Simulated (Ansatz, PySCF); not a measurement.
Process, species as SMILES: CSC + 2 [H][H] (H2) → 2 C (CH4) + S (H2S)
Structures are relaxed separately at B3LYP-D3(BJ)/def2-TZVP in Ansatz (an electronic-structure program).

Property: energy of full hydrogenation (enthalpy at 298 K, with B3LYP-D3(BJ) rigid-rotor harmonic-oscillator terms from PySCF), in eV. Cores are frozen in the correlated levels unless marked. Spin-orbit coupling is left out. No relativistic terms. Basis-set limits of correlation are two-point, X^-3; Hartree-Fock from the larger set. [CCSD(T)-MP2]/basis is that difference in the basis named.

```tsv
level	program	energy of full hydrogenation (eV)
HF/aug-cc-pV(D+d)Z	Ansatz	-1.83
HF/cc-pV(T+d)Z	Ansatz	-1.73
PBE/def2-TZVPD	Ansatz	-1.34
BLYP/def2-TZVPD	Ansatz	-1.46
B97M-V/def2-TZVPD	Ansatz	-1.51
B3LYP/def2-TZVPD	Ansatz	-1.51
PBE0/def2-SVP	Ansatz	-1.55
PBE0/def2-TZVPD	Ansatz	-1.42
PBE0/def2-QZVPP	Ansatz	-1.44
r2SCANh/def2-TZVPD	Ansatz	-1.38
HSE06/def2-TZVPD	Ansatz	-1.42
CAM-B3LYP/def2-TZVPD	Ansatz	-1.53
MP2/aug-cc-pV(D+d)Z	Ansatz	-1.41
CCSD/cc-pV(T+d)Z	Ansatz	-1.51
RI-MP2/CBS(aug-cc-pV(T+d)Z,aug-cc-pV(Q+d)Z)+[CCSD(T)-MP2]/aug-cc-pV(T+d)Z	Ansatz	-1.36
```
